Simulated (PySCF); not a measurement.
## Electron correlation in Cl²⁺ (chlorine, charge +2)

[Ne] 3s2 3p3, high-spin 4S determinant. Calculation: PySCF 2.14, in aug-cc-pwCVDZ (6s5p3d, 36 functions); no relativity, point nucleus. Frozen: [Ne]; 5 electrons correlated.

MP2 pair energies summed by pair of shells (mhartree):

```
 pair  energy  share (%)
3s-3p  -50.37       65.4
3p-3p  -18.98       24.6
3s-3s   -7.67       10.0
```

Total MP2 correlation energy: -77.02 mhartree.

Same-spin part -20.86 and opposite-spin part -56.15 mhartree; SCS-MP2 scales them by 1/3 and 6/5 to -74.34 mhartree.
